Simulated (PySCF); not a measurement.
Al(All)(H)(OMe) (C4H9AlO), SMILES C=C[CH2][AlH][O]C.

The structure is a stationary point at B3LYP-D3(BJ)/def2-SVP. The structure was generated by enumeration; whether it is a known compound was not checked. One conformer was computed; it need not be the lowest.

Level of theory: ωB97X/def2-TZVP run with PySCF.

Gas-phase values at a fixed geometry.

The total energy is -475.53929 hartree and the highest occupied level is -9.00 eV. The lowest empty level is 1.46 eV. The orbital gap is 10.46 eV and the dipole moment is 0.30 D. The quadrupole, principal values (traceless, Buckingham form, about the centre of nuclear charge) is -4.17, -0.16, 4.34 D·Å. The mean static polarisability is 78.6 bohr³ (11.64 Å³). The polarisability, principal values comes out as 70.2, 72.5, 93.0 bohr³.
